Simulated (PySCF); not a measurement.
ReO₃F, SMILES [O]=[Re](=[O])(=[O])[F], multiplicity 1.

Geometry: PBE0-D3(BJ)/def2-SVP. The spin state was assumed, not searched. The def2 effective core potentials stand for the cores of Re; spin–orbit coupling is left out.

Computed with PBE/def2-TZVP (PySCF).

Gas-phase values at a fixed geometry.

Task: Estimate the frontier levels, gap, dipole moment and polarisability. (The exact figures need the calculation; the answer reports its results.)

Result: 
| Item | Result |
|---|---|
| highest occupied level | -8.55 eV |
| lowest empty level | -3.91 eV |
| orbital gap | 4.64 eV |
| dipole moment | 1.15 D |
| quadrupole, principal values (traceless, Buckingham form, about the centre of nuclear charge) | -0.41, -0.41, 0.82 D·Å |
| mean static polarisability | 42.6 bohr³ (6.31 Å³) |
| polarisability, principal values | 38.3, 44.8, 44.8 bohr³ |
